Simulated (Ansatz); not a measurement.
`[OH][Ti]([F])([F])[F]`. The species carries charge 0 and has multiplicity 1. The geometry is a stationary point of PBE0-D4/def2-TZVP. It is one conformer, not always the lowest.

```xyz
6

O    -0.522    0.812   -0.935
Ti    0.198   -0.143    0.358
F     0.865    0.936    1.563
F    -1.017   -1.175    1.081
F     1.456   -1.171   -0.294
H    -0.980    0.742   -1.773
```

(1) What is the dipole moment at ωB97M-V/def2-TZVPP? (An estimate is asked.)

(2) And with PBE, r2SCAN, B3LYP? (Estimate.)

(3) Give the Mulliken charges with ωB97M-V, r2SCAN, B3LYP in def2-TZVPP. (Best estimate.)

Answers

(1) Computed: 2.49 D, with components (-1.18, 0.45, -2.15) D in this frame, pointing from negative to positive charge.

(2) Ansatz gave: PBE 2.43 D, r2SCAN 2.47 D, B3LYP 2.52 D.

(3) The calculation gave: 
| atom | ωB97M-V | r2SCAN | B3LYP |
| --- | --- | --- | --- |
| O1 | -0.44 | -0.47 | -0.47 |
| Ti2 | 1.31 | 1.32 | 1.35 |
| F3 | -0.35 | -0.35 | -0.36 |
| F4 | -0.35 | -0.36 | -0.36 |
| F5 | -0.35 | -0.36 | -0.36 |
| H6 | 0.19 | 0.22 | 0.20 |

B3LYP here is the variant with VWN-RPA as its local correlation; programs differ in this.
